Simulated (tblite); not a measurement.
CH11O2PSi3.
Structure used (GFN2-xTB), in Å, numbered top down from 1:
```xyz
18
CH11O2PSi3 angstrom
C     -1.168   -0.991   -1.902
Si    -0.484   -0.094   -0.360
Si    -1.351    2.037    0.002
P     -0.672   -1.596    1.334
O      1.118    0.075   -0.623
Si     2.605    0.058    0.040
O      2.597   -0.659    1.491
H     -2.244   -1.116   -1.826
H     -0.728   -1.978   -2.021
H     -0.962   -0.427   -2.807
H     -0.709    3.080   -0.804
H     -1.244    2.468    1.402
H     -2.783    2.077   -0.323
H     -0.509   -0.660    2.341
H     -2.052   -1.523    1.409
H      3.405   -0.656   -0.946
H      2.970    1.427    0.360
H      2.201   -1.517    1.629
```

Computed values, GFN2-xTB/tblite, gas phase, harmonic and unscaled. Errors from tens to a few hundred cm⁻¹ against measured bands are possible. Modes of hydrogen on phosphorus and silicon can be 10 to 20 % off. One conformer, not necessarily the lowest. The optimisation stopped once no atom felt more than 0.01 eV/Å.

Lowest wavenumbers of the output (negative numbers stand for imaginary wavenumbers):
```
mode    cm-1
  1     -24.0
  2      27.8
  3      51.0
  4      62.4
  5      90.0
  6      92.4
  7     107.8
  8     124.2
  9     146.1
 10     166.4
```

Problem. Is this structure a minimum?

Solution. Not by this Hessian. 1 mode is imaginary beyond 20i (24i cm⁻¹), so at this level the point lies at or near a first-order saddle. The curvature is small, so loose convergence or finite differences may be the whole cause.

Problem. Which atoms move in the imaginary mode?

Solution. 24i: H13 (Si–H hydrogen) 33 %, H12 (Si–H hydrogen) 33 %, H11 (Si–H hydrogen) 32 %. These are shares of the mass-weighted motion.

Problem. What is the remedy?

Solution. Step along that mode in both directions, optimise again with tighter thresholds and repeat the frequencies. The zero-point energy of this point (71.0 kcal/mol) counts the 47 real modes alone, and thermal corrections from it aren't those of a minimum.

The run took 1.6 s on one thread of an Arm Neoverse N1, no GPU (shared host). This covers the Hessian and the dipole derivatives.
